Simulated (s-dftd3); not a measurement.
C4H11O3Si, doublet, at a GFN2-xTB geometry; D3(bj) for wb97x run with s-dftd3.

s-dftd3 was given this input:
```
$ s-dftd3 mol.xyz --bj wb97x --json dftd3.json --noedisp --grad

# file mol.xyz
19

C      1.03045024     1.68579976     0.87027302
Si     0.18294435     0.27554884     0.00825667
O      1.13218947    -0.72525837    -0.85910410
C      2.21673348    -1.44717844    -0.35832603
O     -0.81967614     0.68746114    -1.20340225
C     -1.89125988     1.57688966    -1.10690799
O     -0.54199962    -0.45621218     1.28470314
C     -1.31594304    -1.62601236     1.26471867
H      1.16693950     1.73078585     1.93480539
H      1.44071395     2.51274235     0.31945746
H      3.08568779    -0.79512441    -0.23724464
H      2.45597185    -2.23385302    -1.07516706
H      1.98670461    -1.89643351     0.61093454
H     -2.50423218     1.37022289    -0.22612304
H     -2.49935362     1.46725632    -2.00566521
H     -1.53006294     2.60617048    -1.03974900
H     -0.76523937    -2.45516053     0.81417387
H     -2.23641581    -1.47462281     0.69551334
H     -1.56592907    -1.87458397     2.29735052
```

The log (banner, timings and long lists left out):

```
-----------------------------------
 s i m p l e   D F T - D 3  v1.4.0
-----------------------------------

Rational (Becke-Johnson) damping: wb97x-D3(BJ)
---------------------
  s6         1.0000
  s8         0.2641
  s9         0.0000
  a1         0.0000
  a2         5.4959
 alp        14.0000
--------------------

Dispersion energy:      -3.1781316642787E-02 Eh

Gradient norm:           3.1871922162103E-03 Eh/a0
--------------------------------------------------
     #    Z           dE/dx      dE/dy      dE/dz
--------------------------------------------------
     1    6 C     5.693E-04  9.255E-04  5.842E-04
     2   14 Si    4.790E-04  6.623E-04 -2.755E-04
     3    8 O     3.863E-04 -2.850E-04 -4.342E-04
     4    6 C     9.657E-04 -7.294E-04 -2.712E-04
     5    8 O    -2.936E-04  1.811E-04 -5.415E-04
     6    6 C    -8.969E-04  5.931E-04 -5.878E-04
     7    8 O    -3.137E-04 -2.867E-04  5.302E-04
     8    6 C    -7.140E-04 -8.424E-04  6.387E-04
     9    1 H     1.798E-04  2.890E-04  3.100E-04
    10    1 H     2.461E-04  3.833E-04  9.358E-05
    11    1 H     3.800E-04 -1.583E-04 -5.468E-05
    12    1 H     1.719E-04 -1.701E-04 -9.263E-05
    13    1 H     3.799E-04 -3.359E-04  5.463E-05
    14    1 H    -4.258E-04  2.350E-04 -8.447E-05
    15    1 H    -1.812E-04  8.731E-05 -1.524E-04
    16    1 H    -2.553E-04  2.993E-04 -1.688E-04
    17    1 H    -2.303E-04 -4.032E-04  1.506E-04
    18    1 H    -3.211E-04 -2.991E-04  1.341E-04
    19    1 H    -1.264E-04 -1.458E-04  1.671E-04
--------------------------------------------------

Virial:
--------------------------------------------------
      component           x          y          z
--------------------------------------------------
          x       2.308E-02 -3.050E-03  5.092E-04
          y      -3.050E-03  2.099E-02 -3.221E-03
          z       5.092E-04 -3.221E-03  1.066E-02
--------------------------------------------------

[Info] JSON dump of results written to 'dftd3.json'
```
